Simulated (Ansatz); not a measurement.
Species: trichloro(hydroxy)silane, sum formula HSiOCl3 (charge 0, singlet). 
Geometry from a B3LYP-D3(BJ)/def2-TZVP (Ansatz, a first-principles code) optimisation:
```xyz
6

Si     0.2280    -0.0390     0.1385
Cl     0.3609     1.6070    -1.0631
Cl    -0.2065    -1.6452    -1.0459
Cl    -1.2385     0.2241     1.5130
O      1.6023    -0.2744     0.9646
H      2.4188    -0.4195     0.4774
```
Charge 0, spin multiplicity 1.

Atomisation energy built up term by term with Ansatz (kcal/mol; UHF references for open shells; valence terms freeze the core; atomic spin-orbit terms are left out). CBS marks a two-point X^-3 extrapolation of the correlation energy; Hartree-Fock from the larger set.

| term | basis | kcal/mol |
|---|---|---|
| Hartree-Fock | cc-pV(Q+d)Z | 370.50 |
| CCSD correlation | CBS(cc-pV(T+d)Z,cc-pV(Q+d)Z) | 135.59 |
| (T) | CBS(cc-pV(T+d)Z,cc-pV(Q+d)Z) | 13.11 |
| core correlation | cc-pwCVTZ | 0.70 |
| scalar relativity (X2C) | cc-pVTZ-DK against cc-pVTZ | -1.78 |
| sum: De |  | 518.1 |

(T) makes 2.5 % of the CCSD(T) atomisation energy; under 5 % is typical of single-reference molecules.
